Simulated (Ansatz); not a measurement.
Basis sets compared for TaSe₂⁺ (the lowest singlet isomer of a short search). Charge 1, multiplicity 1. Geometry r2SCAN-D4/def2-TZVP. Ansatz on 4 threads of AMD EPYC 7B13 on a shared host; times are rough, and most runs start from earlier orbitals.

```xyz
3

Ta    0.8926   -0.1183    0.1445
Se   -0.1804    1.8285   -0.2665
Se   -0.7123   -1.7102    0.1220
```

In the def2 sets Ta takes a core potential; there is no spin–orbit coupling. This restricted singlet of an open-shell metal (gap down to 0.31 eV) wasn't tested against broken symmetry. The structure comes from a short search, and lower isomers may exist.

```csv
level,functions,energy (Eh),HOMO (eV),LUMO (eV),wall time
PBE-D4/def2-SVP,96,-4858.6056,-10.88,-10.57,0.75 s
PBE0-D4/def2-SVP,96,-4858.6929,-11.86,-9.60,1.1 s
```

Q: Estimate the rows for PBE-D4/def2-TZVP, PBE0-D4/def2-TZVP.

A: 
| level | functions | energy (Eh) | HOMO (eV) | LUMO (eV) | wall time |
| --- | --- | --- | --- | --- | --- |
| PBE-D4/def2-TZVP | 136 | -4859.2031 | -10.85 | -10.49 | 1.1 s |
| PBE0-D4/def2-TZVP | 136 | -4859.2933 | -11.81 | -9.50 | 1.7 s |
